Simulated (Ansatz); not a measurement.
Ansatz (a program for electronic structure) input file for Al(Me)2(OSiH3) (C2H9AlOSi), SMILES [CH3][Al]([CH3])[O][SiH3], PBE0-D3(BJ)/def2-SVP. 

Ansatz 0.2 input:
```yaml
crystal:
  periodic: [false, false, false]
  atoms:
    - {symbol: Al, position_ang: [0.14391555, 0.80385401, 0.52084119]}
    - {symbol: C, position_ang: [1.66593686, 1.94770125, -0.07128009]}
    - {symbol: H, position_ang: [2.62772312, 1.44713779, 0.07656323]}
    - {symbol: H, position_ang: [1.71271561, 2.89860001, 0.46311668]}
    - {symbol: H, position_ang: [1.60208259, 2.17433968, -1.13995300]}
    - {symbol: C, position_ang: [-1.10034068, 1.12799867, 2.04644545]}
    - {symbol: H, position_ang: [-1.74801059, 0.26411063, 2.22354944]}
    - {symbol: H, position_ang: [-1.75192291, 1.98811702, 1.87099406]}
    - {symbol: H, position_ang: [-0.56806938, 1.33564150, 2.97796184]}
    - {symbol: O, position_ang: [-0.11531849, -0.59903204, -0.38037664]}
    - {symbol: Si, position_ang: [-0.35447916, -1.94935449, -1.25591331]}
    - {symbol: H, position_ang: [-1.58434988, -2.57662097, -0.76815901]}
    - {symbol: H, position_ang: [0.81014673, -2.81121231, -1.04359905]}
    - {symbol: H, position_ang: [-0.47953810, -1.54119583, -2.65660247]}
basis:
  gaussian:
    orbitals: def2-SVP
hamiltonian:
  xc: pbe0
  dispersion: d3bj
relax: {f_tol: 0.002, max_steps: 200}
```

Log of the run:

```
WARN ansatz: RAYON_NUM_THREADS=1 ignored (pool sized by the plan → 1); use --threads N
Functional definition: PBE0
integrals: 0.08 GiB planned
1291 factors; integrals over basis functions are off by at most 5.7e-4 eV
mean field: 0.58 GiB planned
mean field evaluation 1: about -18713.4608 eV, gradient 7.6e1 eV
mean field evaluation 2: about -18701.7886 eV, gradient 1.1e2 eV
mean field evaluation 4: about -18725.9279 eV, gradient 3.4e0 eV
mean field evaluation 8: about -18725.9690 eV, gradient 8.4e-2 eV
mean field evaluation 16: about -18725.9690 eV, gradient 2.6e-5 eV
mean field -18725.96899571 eV, -688.1666676746 hartree, gradient 2.6e-5 eV, S^2 0.000000; 0 other end points of the search recorded, 0 dependent functions left out
the calculation of the forces begins
reference -18725.96903116 eV, -688.1666689773 hartree; 28, 28 occupied and 95, 95 virtual orbitals, 1291 factors
relax step   1: F+E_penalty+E_count = -18726.19634483 eV  Δ(F+E_penalty+E_count) = +0.000e0 eV  max|allowed force component| = 7.425e-1 eV/Å  Δτ_max = 0.0000 Å  (25 SCF iters, accepted)
these checks for a lower state are left out or cut short: starts, cluster_reference, orbital_swaps, neighbouring_geometries, increment
integrals: 0.08 GiB planned
1291 factors; integrals over basis functions are off by at most 6.7e-4 eV
mean field: 0.57 GiB planned
mean field -18726.08700676 eV, -688.1710045008 hartree, gradient 6.8e-6 eV, S^2 0.000000; 0 other end points of the search recorded, 0 dependent functions left out
the calculation of the forces begins
[...]
the calculation of the forces begins
reference -18726.09768071 eV, -688.1713967611 hartree; 28, 28 occupied and 95, 95 virtual orbitals, 1291 factors
relax step   7: F+E_penalty+E_count = -18726.32461783 eV  Δ(F+E_penalty+E_count) = -6.183e-6 eV  max|allowed force component| = 1.637e-3 eV/Å  Δτ_max = 0.0032 Å  (19 SCF iters, accepted)
these checks for a lower state are left out or cut short: starts, cluster_reference, orbital_swaps, neighbouring_geometries, increment
integrals: 0.08 GiB planned
1291 factors; integrals over basis functions are off by at most 6.9e-4 eV
mean field: 0.58 GiB planned
mean field -18726.09765448 eV, -688.1713957972 hartree, gradient 6.9e-6 eV, S^2 0.000000; 0 other end points of the search recorded, 0 dependent functions left out
the calculation of the forces begins
reference -18726.09769017 eV, -688.1713971087 hartree; 28, 28 occupied and 95, 95 virtual orbitals, 1291 factors
relax step   8: F+E_penalty+E_count = -18726.32462143 eV  Δ(F+E_penalty+E_count) = -3.599e-6 eV  max|allowed force component| = 4.174e-3 eV/Å  Δτ_max = 0.0034 Å  (22 SCF iters, accepted)
these checks for a lower state are left out or cut short: starts, cluster_reference, orbital_swaps, neighbouring_geometries, increment
integrals: 0.08 GiB planned
1291 factors; integrals over basis functions are off by at most 6.9e-4 eV
mean field: 0.58 GiB planned
mean field evaluation 64: about -18726.0977 eV, gradient 9.8e-6 eV
mean field -18726.09766279 eV, -688.1713961025 hartree, gradient 9.8e-6 eV, S^2 0.000000; 0 other end points of the search recorded, 0 dependent functions left out
the calculation of the forces begins
reference -18726.09769847 eV, -688.1713974140 hartree; 28, 28 occupied and 95, 95 virtual orbitals, 1291 factors
relax step   9: F+E_penalty+E_count = -18726.32462798 eV  Δ(F+E_penalty+E_count) = -6.543e-6 eV  max|allowed force component| = 5.289e-3 eV/Å  Δτ_max = 0.0048 Å  (22 SCF iters, accepted)
these checks for a lower state are left out or cut short: starts, cluster_reference, orbital_swaps, neighbouring_geometries, increment
integrals: 0.08 GiB planned
1291 factors; integrals over basis functions are off by at most 6.9e-4 eV
mean field: 0.58 GiB planned
mean field -18726.09767900 eV, -688.1713966982 hartree, gradient 6.4e-6 eV, S^2 0.000000; 0 other end points of the search recorded, 0 dependent functions left out
the calculation of the forces begins
reference -18726.09771468 eV, -688.1713980096 hartree; 28, 28 occupied and 95, 95 virtual orbitals, 1291 factors
relax step  10: F+E_penalty+E_count = -18726.32464336 eV  Δ(F+E_penalty+E_count) = -1.539e-5 eV  max|allowed force component| = 8.141e-3 eV/Å  Δτ_max = 0.0147 Å  (22 SCF iters, accepted)
these checks for a lower state are left out or cut short: starts, cluster_reference, orbital_swaps, neighbouring_geometries, increment
integrals: 0.08 GiB planned
1291 factors; integrals over basis functions are off by at most 6.9e-4 eV
mean field: 0.58 GiB planned
mean field -18726.09768969 eV, -688.1713970912 hartree, gradient 1.8e-5 eV, S^2 0.000000; 0 other end points of the search recorded, 0 dependent functions left out
the calculation of the forces begins
reference -18726.09772538 eV, -688.1713984026 hartree; 28, 28 occupied and 95, 95 virtual orbitals, 1291 factors
relax step  11: F+E_penalty+E_count = -18726.32465688 eV  Δ(F+E_penalty+E_count) = -1.352e-5 eV  max|allowed force component| = 8.545e-3 eV/Å  Δτ_max = 0.0116 Å  (22 SCF iters, accepted)
these checks for a lower state are left out or cut short: starts, cluster_reference, orbital_swaps, neighbouring_geometries, increment
integrals: 0.08 GiB planned
1291 factors; integrals over basis functions are off by at most 6.9e-4 eV
mean field: 0.58 GiB planned
mean field -18726.09769464 eV, -688.1713972732 hartree, gradient 1.5e-5 eV, S^2 0.000000; 0 other end points of the search recorded, 0 dependent functions left out
the calculation of the forces begins
reference -18726.09773033 eV, -688.1713985845 hartree; 28, 28 occupied and 95, 95 virtual orbitals, 1291 factors
relax step  12: F+E_penalty+E_count = -18726.32466886 eV  Δ(F+E_penalty+E_count) = -1.197e-5 eV  max|allowed force component| = 1.147e-2 eV/Å  Δτ_max = 0.0101 Å  (22 SCF iters, accepted)
these checks for a lower state are left out or cut short: starts, cluster_reference, orbital_swaps, neighbouring_geometries, increment
integrals: 0.08 GiB planned
1291 factors; integrals over basis functions are off by at most 6.9e-4 eV
mean field: 0.58 GiB planned
mean field -18726.09769777 eV, -688.1713973881 hartree, gradient 9.6e-6 eV, S^2 0.000000; 0 other end points of the search recorded, 0 dependent functions left out
the calculation of the forces begins
reference -18726.09773345 eV, -688.1713986994 hartree; 28, 28 occupied and 95, 95 virtual orbitals, 1291 factors
relax step  13: F+E_penalty+E_count = -18726.32467833 eV  Δ(F+E_penalty+E_count) = -9.475e-6 eV  max|allowed force component| = 1.111e-2 eV/Å  Δτ_max = 0.0085 Å  (22 SCF iters, accepted)
these checks for a lower state are left out or cut short: starts, cluster_reference, orbital_swaps, neighbouring_geometries, increment
integrals: 0.08 GiB planned
1291 factors; integrals over basis functions are off by at most 6.9e-4 eV
mean field: 0.58 GiB planned
mean field -18726.09768217 eV, -688.1713968147 hartree, gradient 6.3e-6 eV, S^2 0.000000; 0 other end points of the search recorded, 0 dependent functions left out
the calculation of the forces begins
reference -18726.09771784 eV, -688.1713981259 hartree; 28, 28 occupied and 95, 95 virtual orbitals, 1291 factors
relax step  14: F+E_penalty+E_count = -18726.32468054 eV  Δ(F+E_penalty+E_count) = -2.206e-6 eV  max|allowed force component| = 1.037e-2 eV/Å  Δτ_max = 0.0149 Å  (28 SCF iters, accepted)
these checks for a lower state are left out or cut short: starts, cluster_reference, orbital_swaps, neighbouring_geometries, increment
integrals: 0.08 GiB planned
1291 factors; integrals over basis functions are off by at most 6.9e-4 eV
mean field: 0.58 GiB planned
mean field evaluation 96: about -18726.0846 eV, gradient 1.6e-1 eV
mean field -18726.09769087 eV, -688.1713971347 hartree, gradient 6.4e-5 eV, S^2 0.000000; 0 other end points of the search recorded, 0 dependent functions left out
the calculation of the forces begins
reference -18726.09772655 eV, -688.1713984457 hartree; 28, 28 occupied and 95, 95 virtual orbitals, 1291 factors
relax step  15: F+E_penalty+E_count = -18726.32469221 eV  Δ(F+E_penalty+E_count) = -1.167e-5 eV  max|allowed force component| = 9.054e-3 eV/Å  Δτ_max = 0.0035 Å  (18 SCF iters, accepted)
these checks for a lower state are left out or cut short: starts, cluster_reference, orbital_swaps, neighbouring_geometries, increment
integrals: 0.08 GiB planned
1291 factors; integrals over basis functions are off by at most 6.9e-4 eV
mean field: 0.58 GiB planned
mean field -18726.09770334 eV, -688.1713975927 hartree, gradient 2.2e-5 eV, S^2 0.000000; 0 other end points of the search recorded, 0 dependent functions left out
the calculation of the forces begins
reference -18726.09773901 eV, -688.1713989038 hartree; 28, 28 occupied and 95, 95 virtual orbitals, 1291 factors
relax step  16: F+E_penalty+E_count = -18726.32469712 eV  Δ(F+E_penalty+E_count) = -4.910e-6 eV  max|allowed force component| = 5.486e-3 eV/Å  Δτ_max = 0.0014 Å  (19 SCF iters, accepted)
these checks for a lower state are left out or cut short: starts, cluster_reference, orbital_swaps, neighbouring_geometries, increment
integrals: 0.08 GiB planned
1291 factors; integrals over basis functions are off by at most 6.9e-4 eV
mean field: 0.58 GiB planned
mean field -18726.09770046 eV, -688.1713974870 hartree, gradient 3.4e-5 eV, S^2 0.000000; 0 other end points of the search recorded, 0 dependent functions left out
the calculation of the forces begins
reference -18726.09773613 eV, -688.1713987979 hartree; 28, 28 occupied and 95, 95 virtual orbitals, 1291 factors
relax step  17: F+E_penalty+E_count = -18726.32470291 eV  Δ(F+E_penalty+E_count) = -5.798e-6 eV  max|allowed force component| = 1.358e-3 eV/Å  Δτ_max = 0.0019 Å  (20 SCF iters, accepted)
these checks for a lower state are left out or cut short: starts, cluster_reference, orbital_swaps, neighbouring_geometries, increment
integrals: 0.08 GiB planned
1291 factors; integrals over basis functions are off by at most 6.9e-4 eV
mean field: 0.58 GiB planned
mean field -18726.09769802 eV, -688.1713973975 hartree, gradient 9.2e-6 eV, S^2 0.000000; 0 other end points of the search recorded, 0 dependent functions left out
the calculation of the forces begins
reference -18726.09773369 eV, -688.1713987083 hartree; 28, 28 occupied and 95, 95 virtual orbitals, 1291 factors
relax step  18: F+E_penalty+E_count = -18726.32470467 eV  Δ(F+E_penalty+E_count) = -1.755e-6 eV  max|allowed force component| = 1.904e-3 eV/Å  Δτ_max = 0.0046 Å  (22 SCF iters, accepted)
integrals: 0.08 GiB planned
1291 factors; integrals over basis functions are off by at most 6.9e-4 eV
mean field: 0.58 GiB planned
mean field evaluation 128: about -18726.0977 eV, gradient 3.8e-4 eV
mean field -18726.09769802 eV, -688.1713973975 hartree, gradient 9.2e-6 eV, S^2 0.000000; 1 other end points of the search recorded, 0 dependent functions left out
the calculation of the forces begins
reference -18726.09773369 eV, -688.1713987083 hartree; 28, 28 occupied and 95, 95 virtual orbitals, 1291 factors
Total energy: -18726.32474034 eV, -688.1797410487 hartree
Atom 0 at     0.151701     0.815824     0.517291 Å, force     0.000225    -0.000829    -0.001061 eV/Å
Atom 1 at     1.619028     1.987651    -0.006346 Å, force    -0.000035    -0.000114     0.000219 eV/Å
Atom 2 at     2.591180     1.498625     0.178325 Å, force     0.000237    -0.000069     0.000010 eV/Å
Atom 3 at     1.620511     2.942871     0.541923 Å, force     0.000021     0.000129     0.000088 eV/Å
Atom 4 at     1.585896     2.213512    -1.085203 Å, force     0.000052     0.000204    -0.000217 eV/Å
Atom 5 at    -1.046920     1.155297     2.016719 Å, force     0.000850    -0.000013    -0.000980 eV/Å
Atom 6 at    -1.759697     0.334206     2.188135 Å, force    -0.000944    -0.000924     0.000241 eV/Å
Atom 7 at    -1.630265     2.077365     1.849443 Å, force    -0.000727     0.000752    -0.000020 eV/Å
Atom 8 at    -0.480436     1.315395     2.949972 Å, force     0.000387     0.000197     0.001154 eV/Å
Atom 9 at    -0.083881    -0.602522    -0.408091 Å, force     0.000261     0.001904     0.001277 eV/Å
Atom 10 at    -0.360399    -1.975514    -1.262910 Å, force    -0.000262    -0.000943    -0.000724 eV/Å
Atom 11 at    -1.597388    -2.666204    -0.780193 Å, force    -0.000107    -0.000146     0.000291 eV/Å
Atom 12 at     0.788981    -2.922501    -1.120007 Å, force     0.000110    -0.000080    -0.000002 eV/Å
Atom 13 at    -0.537820    -1.663919    -2.715469 Å, force    -0.000069    -0.000067    -0.000274 eV/Å
Dipole moment:     0.033086     0.197771     0.129732 e Å
```

The run converged.
